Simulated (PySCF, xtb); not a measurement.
C2H6BF2N, SMILES NB(CF)CF. Other conformers were not sampled.

Harmonic wavenumbers (cm⁻¹) from GFN2-xTB in xtb at its own minimum, in rising order: 64, 72, 150, 208, 319, 336, 502, 565, 688, 755, 757, 835, 855, 985, 1023, 1126, 1194, 1207, 1293, 1298, 1422, 1436, 1446, 1541, 2930, 2934, 2946, 2951, 3473, 3511.

Problem. What does B3LYP-D3(BJ)/def2-SVP (PySCF) give at its own minimum? (Estimate from the structure and the level; the computed values follow.)

Solution. 88, 93, 165, 221, 337, 358, 524, 605, 613, 782, 809, 853, 934, 1028, 1069, 1155, 1237, 1252, 1341, 1391, 1418, 1446, 1455, 1588, 3000, 3006, 3039, 3046, 3578, 3689. Paired by order, the mean absolute difference is 49 cm⁻¹ and the zero-point energies are 55.5 and 57.4 kcal/mol.
